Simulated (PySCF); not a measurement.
Si(AsH2)(F)(OH)2 (AsFH4O2Si), SMILES O[Si](O)(F)[AsH2]. Atoms are numbered in the order given.

```xyz
9

O     -0.8581    -1.1219     1.5829
Si    -0.8089    -0.2650     0.1790
O     -1.9133     0.9617     0.3117
F     -1.2704    -1.1970    -1.0761
As     1.3728     0.4749    -0.3180
H     -1.7308    -1.2453     1.9795
H     -2.1894     1.4078    -0.4978
H      1.6091     0.8625     1.1414
H      1.9363    -0.9299    -0.1056
```
Charge 0, spin multiplicity 1.

Geometry optimised at B3LYP-D3(BJ)/def2-SVP. This is a generated structure with no PubChem entry under its InChIKey; it may be hypothetical. Other conformers were not sampled.

Two levels are set side by side: PBE/pcSseg-1 (PySCF) and PBE0/pcSseg-1 (PySCF). GIAO shifts against AsH3 (⁷⁵As), CFCl3 (¹⁹F), H2O (¹⁷O), TMS (²⁹Si), TMS (¹H) at the same level; non-relativistic, no solvent, atoms listed together averaged. Differences are taken from unrounded values.

| quantity | PBE0 | PBE | PBE minus PBE0 |
|---|---|---|---|
| δ(²⁹Si) of Si2 (ppm) | -16.9 | -16.9 | 0.1 |
| δ(¹⁹F) of F4 (ppm) | -112.1 | -123.5 | -11.5 |
| δ(⁷⁵As) of As5 (ppm) | -55.5 | -49.7 | 5.8 |

Rough cost on one machine, each run with all the roots and properties that it gave: PBE0 against PBE within a factor of 2.
